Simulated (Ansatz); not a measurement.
Energy difference R1 → P1 + P2, each structure at its B3LYP-D3(BJ)/def2-TZVP stationary point, reached from a drawn start (curvature not checked).
R1, BF3 (SMILES FB(F)F) (charge 0, multiplicity 1):
```xyz
4

B      0.00000     0.00000     0.00000
F      1.31562     0.00000     0.00000
F     -0.65781     1.13936     0.00000
F     -0.65781    -1.13936     0.00000
```
P1: BF2 (SMILES F[B]F), charge 0, multiplicity 2.
P2: F atom, charge 0, multiplicity 2.

P less R. No zero-point or thermal terms; singlets are restricted closed shells; open shells are unrestricted; no spin–orbit coupling.

Frozen-core correlation throughout.

Programs: Ansatz (a first-principles code). No computed number here is a measurement.

Total energies in hartree:

```json
[
 {"structure": "R1", "PBE/def2-TZVPP": "-324.385129", "PBE0/def2-TZVPP": "-324.389603", "CCSD(T)/cc-pVQZ": "-324.293344"},
 {"structure": "P1", "PBE/def2-TZVPP": "-224.442956", "PBE0/def2-TZVPP": "-224.445777", "CCSD(T)/cc-pVQZ": "-224.367613"},
 {"structure": "P2", "PBE/def2-TZVPP": "-99.669123", "PBE0/def2-TZVPP": "-99.676173", "CCSD(T)/cc-pVQZ": "-99.650258"}
]
```

Task: Work out the reaction energy at each level in kcal/mol (1 hartree = 627.50947 kcal/mol), and say how far PBE/def2-TZVPP lies from CCSD(T)/cc-pVQZ.

Result: 
- PBE/def2-TZVPP: (-224.442956) + (-99.669123) − (-324.385129) = 0.273050 hartree = 171.34 kcal/mol
- PBE0/def2-TZVPP: (-224.445777) + (-99.676173) − (-324.389603) = 0.267653 hartree = 167.95 kcal/mol
- CCSD(T)/cc-pVQZ: (-224.367613) + (-99.650258) − (-324.293344) = 0.275473 hartree = 172.86 kcal/mol
PBE/def2-TZVPP less CCSD(T)/cc-pVQZ: -1.52 kcal/mol. CCSD(T)/cc-pVQZ is the level counted from, the highest shown, and no exact or measured value.
